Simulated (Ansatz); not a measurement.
C₄H₃F₃O₂ (`O=CCC(=O)C(F)(F)F`). Charge 0, multiplicity 1.

Cartesian coordinates in Å:
```
O 1.9751 -0.1200 -1.0951
C 0.9411 0.2768 -1.5436
C -0.4181 0.0157 -0.9289
C -0.3217 -0.7552 0.3591
O -0.3460 -1.9451 0.4343
C -0.2107 0.1030 1.6421
F 0.1316 -0.6140 2.6919
F -1.4061 0.6674 1.8782
F 0.6747 1.0894 1.4818
H 0.9045 0.8747 -2.4772
H -0.9239 0.9775 -0.7958
H -1.0005 -0.5701 -1.6468
```

What are the harmonic wavenumbers in cm⁻¹ at PBE0-D4/def2-TZVP (Ansatz, finite differences of forces, unscaled)? (Estimate.)

The calculation gave: 34, 63, 116, 142, 220, 225, 354, 423, 502, 541, 569, 627, 739, 771, 872, 913, 1017, 1102, 1176, 1208, 1264, 1295, 1360, 1408, 1441, 1843, 1888, 2930, 3065, 3117.

Is this a minimum?

Yes, all 30 modes are real.

Give the ideal-gas thermochemistry at 298.15 K and 1 bar (rigid rotor, harmonic oscillator; point group C1, symmetry number 1).

Zero-point energy 186.8 kJ/mol; H(298) − E = 212.2 kJ/mol; entropy 396.2 J/(mol·K), of which translation 170.5, rotation 120.8, vibration 105.0; G(298) − E = 94.1 kJ/mol. Modes under 100 cm⁻¹ are hindered rotations or soft bends, so the harmonic entropy is rough.

Rotational constants (cm⁻¹)?

0.08658, 0.04127, 0.03816.
